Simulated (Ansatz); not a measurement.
C7H12O2, SMILES `CC(=O)/C=C(\O)C(C)C`, 21 atoms. Charge 0, multiplicity 1. Hardware: A = 4 threads of an AMD EPYC 7R13 on a shared host and a share of an NVIDIA H100 80 GB; B = 4 threads of an AMD EPYC 7R13 on a shared host. Correlated methods freeze the cores. Open-shell runs search over several starts.

Give the basis size and wall time and peak host memory of each of these runs in Ansatz. UKS ωB97M-V/def2-TZVPP energy of the cation [A]; UKS PBE-D4/def2-TZVPP energy of the cation [A]; RKS ωB97M-V/def2-SVP energy [B]; RKS revPBE-D4/def2-TZVPP energy [A]; UKS PBE0-D4/def2-TZVPP energy of the cation [A]; UKS B3LYP-D4/def2-TZVPP energy of the cation [A]; RHF-CCSD(T)/def2-SVP energy [A]; UKS r2SCAN-D4/def2-TZVPP energy of the cation [A]; RKS LC-ωPBE/def2-TZVPP energy [A]; RKS r2SCAN0-D4/def2-TZVPP energy [A]; RKS ωB97M-V/def2-QZVPP energy [A]; UHF-MP2/def2-QZVPP energy of the cation [A]. (Best estimate.)

Ansatz gave: Other jobs shared the machine, so times are rough.

| level | job | functions | wall time | peak host memory (GiB) |
| --- | --- | --- | --- | --- |
| RHF-CCSD(T)/def2-SVP | energy [A] | 186 | 3.2 s | 0.95 |
| RKS r2SCAN0-D4/def2-TZVPP | energy [A] | 447 | 3.5 s | 0.95 |
| RKS revPBE-D4/def2-TZVPP | energy [A] | 447 | 3.6 s | 0.93 |
| RKS LC-ωPBE/def2-TZVPP | energy [A] | 447 | 3.9 s | 0.96 |
| RKS ωB97M-V/def2-QZVPP | energy [A] | 873 | 5.5 s | 1.5 |
| UKS PBE0-D4/def2-TZVPP | energy of the cation [A] | 447 | 5.5 s | 1 |
| UKS B3LYP-D4/def2-TZVPP | energy of the cation [A] | 447 | 6 s | 1.1 |
| UKS PBE-D4/def2-TZVPP | energy of the cation [A] | 447 | 8 s | 1.1 |
| RKS ωB97M-V/def2-SVP | energy [B] | 186 | 8 s | 0.95 |
| UKS ωB97M-V/def2-TZVPP | energy of the cation [A] | 447 | 9 s | 1.4 |
| UHF-MP2/def2-QZVPP | energy of the cation [A] | 873 | 10 s | 1.8 |
| UKS r2SCAN-D4/def2-TZVPP | energy of the cation [A] | 447 | 10 s | 1.2 |

B3LYP here is the variant with VWN-RPA as its local correlation; programs differ in this. LC-ωPBE has ω = 0.4 bohr⁻¹.
